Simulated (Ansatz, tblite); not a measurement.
Forces on `Cc1cc(-c2sc(C(F)(F)F)cc2C)sc1-c1cc(C)c(C(F)(F)F)s1` at its PBE-D4/def2-SVP geometry. The state is a singlet with charge 0.

The xTB rows come from tblite. Single mean-field runs in def2-TZVP are fitted with def2-universal-jkfit.

GFN2-xTB (tblite), largest force 0.79 eV/Å:

```xyz
38
positions Å, forces eV/Å
C    -1.990   -2.031    1.810   -0.274   -0.170    0.201
C    -0.905   -1.381    1.001    0.261    0.405   -0.254
C     0.306   -2.036    0.655    0.102    0.131   -0.121
C     1.196   -1.268   -0.097   -0.185   -0.273    0.190
C     2.489   -1.658   -0.612    0.206    0.365   -0.145
S     2.970   -3.337   -0.457    0.111    0.267   -0.083
C     4.498   -3.022   -1.215   -0.096    0.674   -0.180
C     5.484   -4.122   -1.453   -0.230    0.283    0.123
F     6.667   -3.619   -1.875   -0.415   -0.433    0.179
F     5.055   -4.998   -2.398    0.328    0.247    0.348
F     5.713   -4.847   -0.330    0.086    0.193   -0.553
C     4.624   -1.694   -1.575   -0.081   -0.085    0.046
C     3.490   -0.898   -1.242   -0.217   -0.508    0.230
C     3.403    0.573   -1.533    0.013    0.383   -0.094
S     0.511    0.319   -0.380   -0.037   -0.311    0.141
C    -0.952   -0.067    0.502   -0.197   -0.286    0.210
C    -1.974    0.948    0.609    0.073    0.425   -0.230
C    -1.965    2.227    0.043    0.049   -0.303    0.096
C    -3.118    3.007    0.328   -0.056   -0.424    0.190
C    -3.351    4.404   -0.176   -0.049    0.271   -0.076
C    -4.015    2.299    1.125    0.489    0.338   -0.382
C    -5.327    2.785    1.648    0.263   -0.198   -0.082
F    -6.150    3.198    0.648    0.179   -0.137    0.515
F    -5.975    1.817    2.338    0.130    0.617   -0.297
F    -5.181    3.850    2.482   -0.235   -0.416   -0.292
S    -3.451    0.707    1.518    0.223    0.159   -0.193
H    -1.718   -3.071    2.068   -0.061    0.595   -0.201
H    -2.179   -1.485    2.759    0.182   -0.221   -0.587
H    -2.954   -2.059    1.259    0.604    0.088    0.234
H     0.530   -3.068    0.960   -0.134    0.721   -0.241
H     5.523   -1.298   -2.067   -0.624   -0.247    0.330
H     2.614    0.801   -2.281    0.415   -0.259    0.447
H     4.364    0.948   -1.935   -0.503   -0.310    0.237
H     3.162    1.161   -0.623    0.119   -0.446   -0.466
H    -1.133    2.595   -0.575   -0.583   -0.279    0.447
H    -3.660    5.080    0.646    0.184   -0.425   -0.391
H    -4.165    4.423   -0.930    0.441   -0.109    0.415
H    -2.438    4.816   -0.644   -0.480   -0.320    0.287
```

PBE-D4/def2-TZVP (Ansatz), largest force 0.53 eV/Å:

```
C -0.143 -0.092 0.108
C 0.183 0.174 -0.152
C 0.019 0.090 -0.055
C -0.099 -0.038 0.074
C 0.098 0.015 -0.053
S 0.178 0.336 -0.155
C -0.120 0.239 -0.014
C -0.306 0.424 0.088
F 0.186 0.000 -0.055
F -0.034 -0.184 -0.169
F 0.089 -0.155 0.165
C -0.038 -0.092 0.037
C -0.050 -0.279 0.095
C -0.005 0.201 -0.047
S -0.151 -0.331 0.198
C 0.042 -0.106 0.017
C -0.056 0.111 -0.018
C -0.044 -0.055 0.047
C -0.014 -0.272 0.112
C -0.041 0.187 -0.062
C 0.226 -0.035 -0.086
C 0.459 -0.169 -0.183
F -0.192 0.061 -0.119
F -0.154 -0.090 0.112
F -0.044 0.158 0.160
S 0.171 0.315 -0.235
H -0.051 0.272 -0.080
H 0.063 -0.141 -0.241
H 0.255 0.002 0.132
H -0.068 0.286 -0.079
H -0.256 -0.104 0.135
H 0.209 -0.069 0.186
H -0.241 -0.119 0.105
H 0.076 -0.158 -0.229
H -0.239 -0.095 0.172
H 0.099 -0.159 -0.221
H 0.226 -0.006 0.179
H -0.231 -0.125 0.129
```

PBE0-D4/def2-TZVP (Ansatz), largest force 1.06 eV/Å:

```
C -0.197 -0.117 0.144
C 0.209 0.608 -0.335
C 0.266 0.322 -0.265
C -0.580 0.029 0.288
C 0.592 -0.066 -0.258
S 0.439 0.854 -0.388
C -0.293 0.574 -0.027
C 0.134 -0.055 -0.031
F -0.665 -0.393 0.250
F 0.310 0.447 0.537
F -0.063 0.364 -0.682
C -0.088 -0.490 0.153
C -0.351 -0.565 0.304
C -0.016 0.269 -0.060
S -0.349 -0.863 0.503
C 0.367 -0.517 0.018
C -0.398 0.521 -0.011
C -0.069 -0.393 0.205
C -0.278 -0.560 0.373
C -0.065 0.238 -0.080
C 0.555 -0.028 -0.259
C -0.122 0.099 0.034
F 0.384 -0.232 0.638
F 0.310 0.636 -0.394
F -0.190 -0.622 -0.445
S 0.436 0.776 -0.582
H -0.103 0.508 -0.144
H 0.128 -0.257 -0.458
H 0.486 0.009 0.238
H -0.124 0.532 -0.152
H -0.469 -0.199 0.251
H 0.389 -0.142 0.348
H -0.452 -0.213 0.198
H 0.141 -0.309 -0.424
H -0.440 -0.181 0.321
H 0.178 -0.325 -0.393
H 0.414 -0.033 0.347
H -0.428 -0.226 0.239
```
